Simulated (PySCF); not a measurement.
KMg: script and output

The script input.py:

```python
from pyscf import gto, scf, cc

mol = gto.M(
    atom='K 0 0 0; Mg 0 0 2.97',
    basis='sbkjc',
    ecp={'K': 'sbkjc', 'Mg': 'sbkjc'},
    charge=0,
    spin=1,
    verbose=4,
)
mf = scf.UHF(mol)
mf.kernel()
mycc = cc.CCSD(mf)
mycc.kernel()
e = mycc.eaccsd(nroots=8)[0]
print('roots (eV) =', (e*27.211386).round(3))
mf.dip_moment()
print('orbital energies (hartree):', [e[max(0, n-3):n+3].round(4) for e, n in zip(mf.mo_energy, mol.nelec)])
```

```bash
$ python input.py
```

Output (some set-up lines and the per-cycle HOMO/LUMO lines with their warnings removed):

```
PySCF version 2.14.0

[INPUT] Symbol           X                Y                Z      unit          X                Y                Z       unit  Magmom
[INPUT]  1 K      0.000000000000   0.000000000000   0.000000000000 AA    0.000000000000   0.000000000000   0.000000000000 Bohr   0.0
[INPUT]  2 Mg     0.000000000000   0.000000000000   2.970000000000 AA    0.000000000000   0.000000000000   5.612486589958 Bohr   0.0

nuclear repulsion = 0.356348290181818
number of shells = 8
number of NR pGTOs = 32
number of NR cGTOs = 16
basis = sbkjc
ecp = {'K': 'sbkjc', 'Mg': 'sbkjc'}

******** <class 'pyscf.scf.uhf.UHF'> ********
method = UHF
initial guess = minao
damping factor = 0
level_shift factor = 0
DIIS = <class 'pyscf.scf.diis.CDIIS'>
SCF conv_tol = 1e-09
SCF max_cycles = 50
number electrons alpha = 2  beta = 1
init E= -0.886392693110502

cycle= 1 E= -0.89683882633517  delta_E= -0.0104  |g|= 0.0273  |ddm|= 1.24
cycle= 2 E= -0.900611407634305  delta_E= -0.00377  |g|= 0.0127  |ddm|= 0.273
cycle= 3 E= -0.901975878750229  delta_E= -0.00136  |g|= 0.00679  |ddm|= 0.218
cycle= 4 E= -0.902515812900876  delta_E= -0.00054  |g|= 0.00488  |ddm|= 0.123
cycle= 5 E= -0.902928836805869  delta_E= -0.000413  |g|= 0.0029  |ddm|= 0.102
cycle= 6 E= -0.903081284897417  delta_E= -0.000152  |g|= 0.000625  |ddm|= 0.104
cycle= 7 E= -0.903085032691761  delta_E= -3.75e-06  |g|= 0.000286  |ddm|= 0.0131
cycle= 8 E= -0.903085882111153  delta_E= -8.49e-07  |g|= 0.000105  |ddm|= 0.00617
cycle= 9 E= -0.903086035357602  delta_E= -1.53e-07  |g|= 5.06e-05  |ddm|= 0.00447
cycle= 10 E= -0.903086064900822  delta_E= -2.95e-08  |g|= 1.93e-05  |ddm|= 0.00173
cycle= 11 E= -0.903086070964951  delta_E= -6.06e-09  |g|= 5.04e-06  |ddm|= 0.000754
cycle= 12 E= -0.903086071339327  delta_E= -3.74e-10  |g|= 2.38e-07  |ddm|= 0.000133
Extra cycle  E= -0.903086071339583  delta_E= -2.56e-13  |g|= 1e-07  |ddm|= 2.63e-06
converged SCF energy = -0.903086071339583  <S^2> = 0.80173505  2S+1 = 2.0510827

******** <class 'pyscf.cc.uccsd.UCCSD'> ********
CC2 = 0
CCSD nocc = (np.int64(2), np.int64(1)), nmo = (16, 16)
max_cycle = 50
direct = 0
conv_tol = 1e-07
conv_tol_normt = 1e-06
Init t2, MP2 energy = -0.0164492903410365
Init E_corr(UCCSD) = -0.0164492903410755
cycle = 1  E_corr(UCCSD) = -0.0238450930740179  dE = -0.00739580273  norm(t1,t2) = 0.0737797
cycle = 2  E_corr(UCCSD) = -0.0272462505084591  dE = -0.00340115743  norm(t1,t2) = 0.0407744
cycle = 3  E_corr(UCCSD) = -0.0307535417575723  dE = -0.00350729125  norm(t1,t2) = 0.0257102
cycle = 4  E_corr(UCCSD) = -0.0308802069360168  dE = -0.000126665178  norm(t1,t2) = 0.010418
cycle = 5  E_corr(UCCSD) = -0.03121057510688  dE = -0.000330368171  norm(t1,t2) = 0.00272025
cycle = 6  E_corr(UCCSD) = -0.0309815903873539  dE = 0.00022898472  norm(t1,t2) = 0.00134578
cycle = 7  E_corr(UCCSD) = -0.0310736369694459  dE = -9.20465821e-05  norm(t1,t2) = 0.000618233
cycle = 8  E_corr(UCCSD) = -0.0310533278657601  dE = 2.03091037e-05  norm(t1,t2) = 0.000186787
cycle = 9  E_corr(UCCSD) = -0.0310565265642881  dE = -3.19869853e-06  norm(t1,t2) = 5.86439e-05
cycle = 10  E_corr(UCCSD) = -0.0310569227279857  dE = -3.96163698e-07  norm(t1,t2) = 2.45819e-05
cycle = 11  E_corr(UCCSD) = -0.0310568829134235  dE = 3.98145622e-08  norm(t1,t2) = 7.6968e-06
cycle = 12  E_corr(UCCSD) = -0.0310567924391442  dE = 9.04742793e-08  norm(t1,t2) = 2.99727e-06
cycle = 13  E_corr(UCCSD) = -0.0310567975249225  dE = -5.08577836e-09  norm(t1,t2) = 1.22536e-06
cycle = 14  E_corr(UCCSD) = -0.0310567981335886  dE = -6.08666083e-10  norm(t1,t2) = 4.60423e-07
UCCSD converged
E(UCCSD) = -0.9341428694731716  E_corr = -0.03105679813358861

******** <class 'pyscf.cc.eom_uccsd.EOMEA'> ********
max_space = 20
max_cycle = 50
conv_tol = 1e-07
partition = None
EOM-CCSD root 0 E = -0.009916119985865066  qpwt = 0.804552  conv = True
EOM-CCSD root 1 E = -0.003961333615254642  qpwt = 0.897411  conv = True
EOM-CCSD root 2 E = -0.003961119709469614  qpwt = 0.897395  conv = True
EOM-CCSD root 3 E = -0.0009426105410368844  qpwt = 0.654789  conv = True
EOM-CCSD root 4 E = -0.0009416206134534709  qpwt = 0.65672  conv = True
EOM-CCSD root 5 E = 0.01006025466849096  qpwt = 0.930514  conv = True
EOM-CCSD root 6 E = 0.01185819815308267  qpwt = 0.197926  conv = True
EOM-CCSD root 7 E = 0.01216671833775865  qpwt = 0.804702  conv = True
roots (eV) = [-0.27  -0.108 -0.108 -0.026 -0.026  0.274  0.323  0.331]
Dipole moment(X, Y, Z, Debye): -0.00000,  0.00000,  0.68327
orbital energies (hartree): [array([-0.2848, -0.1372,  0.0048,  0.0048,  0.0164]), array([-0.2736,  0.0144,  0.0144,  0.0145])]
```

In short: E(SCF) = -0.903086 Eh, 12 cycles, E(CCSD) − E(SCF) = -0.03106 Eh, ⟨S²⟩ = 0.802, μz(SCF) = 0.68 D, attachment roots -0.270, -0.108, -0.108, -0.026, -0.026, 0.274, 0.323, 0.331 eV.

Wall time 1.9 s on one thread of a shared host.

The bond length is a typed value, not an optimised one. Positive EA roots mean that the added electron is unbound. No search for the lowest solution was made.
